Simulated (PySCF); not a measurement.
## C₆ coefficients of unlike pairs at PBE0

Calculated with PySCF 2.14 from the dipole response of each species, C₆(A,B) = (3/π) ∫ α_A(iu) α_B(iu) du, in atomic units, from isotropic polarisabilities. For ions this is the dispersion term alone; charge-induced terms of lower order in 1/R come first.

| species | configuration | basis | relativity | α (bohr³) | C₆ (like pair) |
| --- | --- | --- | --- | --- | --- |
| Ni³⁺ | [Ar] 3d7 (4F) | x2c-QZVPPall with one added diffuse shell each of s, p, d, f, g type (12s8p7d5f3g) | spin-free X2C | 1.683 | 3.963 |
| Bi³⁺ | [Xe] 4f14 5d10 6s2 (1S) | aug-cc-pwCVTZ-DK3 (11s10p8d5f1g) | spin-free X2C | 9.928 | 60.37 |
| Ge⁺ | [Ar] 3d10 4s2 4p1 (2P) | def2-TZVPPD (7s5p5d1f) | none | 20.06 | 117.0 |
| Co | [Ar] 3d7 4s2 (4F) | aug-cc-pwCVTZ-DK with one added diffuse shell each of s, p, d, f, g type (11s10p8d5f4g) | spin-free X2C | 56.18 | 482.1 |

Estimate C₆ for Ge⁺ with Bi³⁺.

The integral gives 77.65. The combination rule 2 C_A C_B / (C_A α_B/α_A + C_B α_A/α_B) gives 78.55 and the geometric mean 84.06.

No spin-orbit coupling is included.

The other pairs:

| pair | C₆ |
| --- | --- |
| Co, Ni³⁺ | 28.70 |
| Bi³⁺, Ni³⁺ | 14.67 |
| Co, Ge⁺ | 228.6 |
| Ge⁺, Ni³⁺ | 16.49 |
| Co, Bi³⁺ | 141.4 |
